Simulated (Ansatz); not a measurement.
The same path of CH₄BrClSi (8 atoms, charge 0, multiplicity 1) was run twice with different band settings. The coordinate that changes most is the dihedral H5–Si1–C2–Br4.

These are results of Ansatz, RKS LDA/def2-SVP, not measurements.

Relaxed end points:

```xyz
8
Properties=species:S:1:pos:R:3
Si -0.190 0.860 0.395
C 0.333 -0.746 -0.458
Cl 1.066 -1.821 0.743
Br -1.232 -1.526 -1.298
H -0.785 1.790 -0.628
H -1.199 0.497 1.445
H 1.028 1.486 1.020
H 1.070 -0.597 -1.274
```

```xyz
8
Properties=species:S:1:pos:R:3
Si -0.188 0.810 0.489
C 0.318 -0.806 -0.357
Cl -0.918 -2.033 -0.039
Br 0.547 -0.454 -2.251
H -1.499 1.234 -0.106
H -0.334 0.550 1.965
H 0.875 1.847 0.248
H 1.291 -1.205 -0.006
```

Common settings: movable images 9; climbing image yes; spring 5.0 eV/Å²; start path IDPP; force threshold 0.05 eV/Å; iteration limit 60; end points relaxed.

| run | optimiser |
| --- | --- |
| 1 | quadratic models (default) |
| 2 | lbfgs |

(1) What does each run give, and how far can it be trusted?

## Answers

(1) Run 1: converged after 5 iterations, highest image 0.162 eV above the first end. A vibrational analysis at the climbing image gives one clearly imaginary mode, 180i cm⁻¹: a first-order saddle point.
Run 2: converged after 12 iterations, highest image 0.162 eV above the first end. Another band between the same ends (9 images) ends at a top of the same energy, where a vibrational analysis finds 1 clearly imaginary mode.
